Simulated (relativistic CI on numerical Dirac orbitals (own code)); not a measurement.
## Bi75+: sensitivity of the levels to the model

Base calculation: Dirac-Coulomb-Breit CI, orbitals from a KLI potential per configuration, model QED (radiative potential, 1s self-energy scaled to tabulated hydrogen-like ionisation energies), unscaled Slater integrals.

Configurations in the expansion (outside the closed core 1s2): 2s²2p⁴, 2s2p⁵, 2p⁶, 2s²2p³3s, 2p⁵3s, 2s²2p³3p, 2p⁵3p, 2p⁵3d, 2s²2p³3d, 2s2p⁴3s, 2s2p⁴3p, 2s2p⁴3d, 2s²2p³4s, 2s²2p³4p, 2s²2p³4d, 2s²2p³4f, 2s²2p²3s², 2s²2p²3s3p, 2s²2p³5s, 2s2p⁴4s, 2s²2p²3s3d, 2s²2p³5p, 2s²2p²3p², 2s²2p³5d, 2s²2p³5f, 2s²2p³5g, 2s2p⁴4p, 2s2p⁴4d, 2s²2p²3p3d, 2s2p⁴4f, 2s2p³3s², 2s²2p²3d², 2s2p³3s3p, 2s2p³3s3d, 2s2p³3p², 2s2p³3p3d. Levels of other configurations are missing.

The lowest level and the first level of each name with at least 55 % of one term (blank where a level has no safe partner in the second run):

| Level | Base (eV) | Shift (eV) |
| --- | --- | --- |
| 2s²2p⁴ ³P2 | 0.0 | 0.0 |
| 2s²2p⁴ ¹S0 | 72.8 | 0.0 |
| 2s²2p⁴ ³P1 | 2397.6 | +0.1 |
| 2s²2p⁴ ¹D2 | 2416.2 | +0.1 |
| 2s2p⁵ ³P°2 | 2889.2 | +0.3 |
| 2s2p⁵ ¹P°1 | 2989.6 | +0.3 |
| 2s²2p⁴ ³P0 | 4849.3 | +0.2 |
| 2s2p⁵ ³P°0 | 5302.4 | +0.3 |
| 2s2p⁵ ³P°1 | 5343.8 | +0.3 |
| 2p⁶ ¹S0 | 5923.0 | +0.8 |
| 2s²2p³3p ³P0 | 11785.7 | -1.1 |
| 2s²2p³3d ³P°0 | 11877.3 | -1.6 |
| 2s²2p³3s ³S°1 | 13279.0 | -0.7 |
| 2s²2p³3s ³D°3 | 13288.9 | -0.5 |

At this charge energies of transitions that change n are usually good to better than 1 %, and those within a shell (Δn = 0) to a few per cent.

(1) One thing was changed in a second run, which moved the levels as shown. Which?
A. configuration mixing switched off
B. Breit term removed
C. one mean potential for all configurations
D. QED terms removed

## Answers

(1) C. One mean potential for all configurations. One potential for all configurations removes the relaxation of the orbitals, which moves whole configurations and changes the integrals a little.

LS names give the leading component of a level, which can be under half, so a name can repeat, a term be missing and a line seem to break the LS rules.
